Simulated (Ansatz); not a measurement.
Reaction (cleavage of the Al–Si bond): `[OH][AlH][SiH3]` + `C[SeH]` → `C[Se][AlH][OH]` + SiH₄

Computed with Ansatz on PBE0-D4/def2-TZVP structures; ΔE is electronic, products minus reactants. CCSD(T)/CBS is the MP2 limit (def2-TZVPP, def2-QZVPP) plus CCSD(T) − MP2 in def2-TZVPP, frozen cores. This one scheme is used for every species. DFT in def2-TZVPP. B3LYP here is the variant with VWN-RPA as its local correlation; programs differ in this. For Se outer-core shells are correlated without core-valence functions, which leaves a few kJ/mol of doubt a bond. Scalar relativity is left out up to krypton. One conformer a species, not always the lowest.

CCSD(T)/CBS gives -117.0 kJ/mol.

Task: Another level gave -109.2 kJ/mol. Which?
A. MP2/def2-TZVPP
B. B3LYP/def2-TZVPP
C. B2PLYP/def2-TZVPP
D. PBE0/def2-TZVPP

Result: B. B3LYP -109.2, PBE0 -105.2, B2PLYP -115.6, MP2/def2-TZVPP -125.2 kJ/mol.

Largest T1 diagnostic among the species: 0.014.

From PBE to PBE0 (25 % exact exchange), in def2-TZVPP and without D4, ΔE moves by −4.9 kJ/mol. The D4 term adds −3.6 kJ/mol with B3LYP and −1.9 kJ/mol with PBE0; it sums over pairs of atoms, weighted by their polarisabilities, and B3LYP, whose exchange is more repulsive, gets the larger term.
